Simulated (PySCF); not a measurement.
**Excitation energy of Br⁺ by level of theory**

Br⁺ [Ar] 3d10 4s2 4p4 (3P) → Br⁺ [Ar] 3d10 4s2 4p3 5s1 (5S), as a difference of total energies. Calculation: PySCF 2.14, in aug-cc-pVDZ-DK (6s5p3d, 36 functions); scalar relativity by spin-free X2C-1e. Correlated levels: valence: [Ar] 3d10 frozen. The calculations carry no spin-orbit coupling.

**Question.** Order these methods by the excitation energy they give, lowest first.
A. UHF
B. r2SCAN
C. TPSS
D. LDA

**Answer.** A (10.752 eV), D (11.389 eV), C (11.525 eV), B (11.659 eV).

Errors of the correlated levels include the incompleteness of this basis and the frozen core.

For comparison: 11.462 eV (measured; NIST levels, between the centres of gravity of the two terms).
